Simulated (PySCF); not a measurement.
## SiBr2: from structure and modes to constants

Method: PBE0/[Si def2-TZVP, Br def2-TZVP], no relativity, density fitting, PySCF.

The singlet minimum has C2v symmetry. Masses (u): Si 27.97693, Br 78.91834.

```xyz
3
charge 0 multiplicity 1, angstrom
Si    0.0000    0.0000   -1.2030
Br    1.7476    0.0000    0.2131
Br   -1.7476    0.0000    0.2131
```

Harmonic wavenumbers (cm⁻¹): 123.9 (a1, ×1), 408.0 (b2, ×1), 408.4 (a1, ×1).

**Question.** What is the harmonic zero-point energy?

**Answer.** Half the sum of all 3 wavenumbers, 940/2 = 470 cm⁻¹, which is 5.6 kJ/mol (1 cm⁻¹ = 0.0119627 kJ/mol).

**Question.** Find the vibrational entropy and heat capacity at 298.15 K.

**Answer.** With u = 1.43878 ω/T, each mode gives S = R[u/(eᵘ−1) − ln(1−e⁻ᵘ)] and C = R u² eᵘ/(eᵘ−1)².
| ω (cm⁻¹) | u | S (J/(mol K)) | C (J/(mol K)) |
| --- | --- | --- | --- |
| 123.9 | 0.598 | 12.71 | 8.07 |
| 408.0 | 1.969 | 3.91 | 6.08 |
| 408.4 | 1.971 | 3.90 | 6.07 |
The sums over all modes are S = 20.5 and C = 20.2 J/(mol K); the softest mode gives 62 % of the entropy.
